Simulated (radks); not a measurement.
Pt10+, 68 electrons, occupied as [Kr] 4d10 4f14 5s2 5p5 5d1 (not the ground configuration). Calculated with a radial shooting solver on a logarithmic mesh with Libxc functionals: scalar-relativistic Kohn-Sham, LDA (Slater exchange, Perdew-Wang correlation), spin-polarised, spherical densities, finite nucleus; open shells are filled with parallel spins first (spin-orbit coupling, left out, can overturn this in heavy ions); Fermi nuclear charge, rms radius 5.427 fm.

Normalised radial functions P(r) = r R(r), r in bohr:

```
   r/bohr * 5s up, o 4f up, + 5p down (the largest magnitude, 1.42, reaches the edge; | marks zero, & curves that meet)
 0.001277                             & *
 0.001936                             & *
 0.002935                             &  *
 0.004449                             o+  *
  0.00669                             o+  *
  0.01014                             o + *
  0.01537                             o *+
   0.0233                            *o    +
  0.03505                        *    o     +
  0.05312                       *     |o  +
  0.08053                           + *  o
   0.1221                     +       |      o *
   0.1836                        +    |    *         o
   0.2783                  *          |        +              o
   0.4218                     *       |        +                 o
   0.6395                  +          |               *   o
   0.9616      +                      |        o             *
    1.458                 +           | o      *
     2.21                           + o*
     3.35                             &
```

5s up: eigenvalue -267.23 eV, 4 radial nodes at r = 0.0202, 0.0811, 0.210, 0.488 bohr, <r> = 0.914 bohr, 90 % of the charge inside 1.29 bohr. 4f up: eigenvalue -242.12 eV, 0 radial nodes, <r> = 0.507 bohr, 90 % of the charge inside 0.814 bohr. 5p down: eigenvalue -215.00 eV, 3 radial nodes at r = 0.0739, 0.214, 0.523 bohr, <r> = 1.02 bohr, 90 % of the charge inside 1.44 bohr.
